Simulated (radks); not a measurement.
Results of a calculation; reference values are marked as such.
Problem. All-electron atom: Se19+ in [He] 2s2 2p5 3s2 3p3 3d1 (not the ground configuration). Code: a radial shooting solver on a logarithmic mesh with Libxc functionals. Model: scalar-relativistic Kohn-Sham, PBE, spin-polarised, spherical densities, finite nucleus; open shells are filled with parallel spins first; Fermi nuclear charge, rms radius 4.14 fm. Some entries of the table are withheld. Estimate them.

orbital  occ.  eigenvalue (hartree)  <1/r> (bohr^-1)
1s up       1             -491.7290            34.57
1s down     1             -491.3870            34.58
2s up       1             -88.69996            7.791
2s down     1             -88.17985            7.784
2p up       3                   (1)            7.621
2p down     2                   (2)            7.613
3s up       1             -31.14234              (3)
3s down     1             -30.48569              (4)
3p up       3             -28.98962            2.907
3p down     0             -28.32245            2.887
3d up       1             -25.86247              (5)
3d down     0             -25.23393              (6)

Solution. 
(1) 2p up eigenvalue (hartree): -82.14558
(2) 2p down eigenvalue (hartree): -81.53304
(3) 3s up <1/r> (bohr^-1): 2.998
(4) 3s down <1/r> (bohr^-1): 2.974
(5) 3d up <1/r> (bohr^-1): 2.766
(6) 3d down <1/r> (bohr^-1): 2.760
